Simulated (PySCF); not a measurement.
## Stationary points of Sn₂F⁺

Computed with PySCF, PBE, basis F def2-TZVP, Sn def2-TZVP with ECP28 (scalar-relativistic core potentials, no spin–orbit coupling, density fitting).

Relaxations began from a few typed shapes; open shells are unrestricted. The search is not exhaustive: other isomers or separated fragments can lie lower, and high-lying points may rest on an excited occupation.

(1) Order these stationary points by electronic energy, lowest first, in kJ/mol from the lowest minimum.
A. broken-symmetry Ms = 0 (⟨S²⟩ 0.53) C2v: F–Sn 2.179 Å (×2), Sn–Sn 2.989 Å; F–Sn–Sn 46.7° (×2), Sn–F–Sn 86.6°
B. singlet (closed shell, unstable to spin polarisation) C2v: F–Sn 2.180 Å (×2), Sn–Sn 3.005 Å; F–Sn–Sn 46.4° (×2), Sn–F–Sn 87.1°

(2) Which of them are minima?

Answers

(1) A (0.0), B (5.3).

(2) By energy in kJ/mol, 0.0: minimum; 5.3: minimum of the closed-shell surface only.

For the lowest minimum: the determinant is spin-contaminated (⟨S²⟩ = 0.53, pure value 0.00). The spin densities have lower symmetry than the nuclear frame.
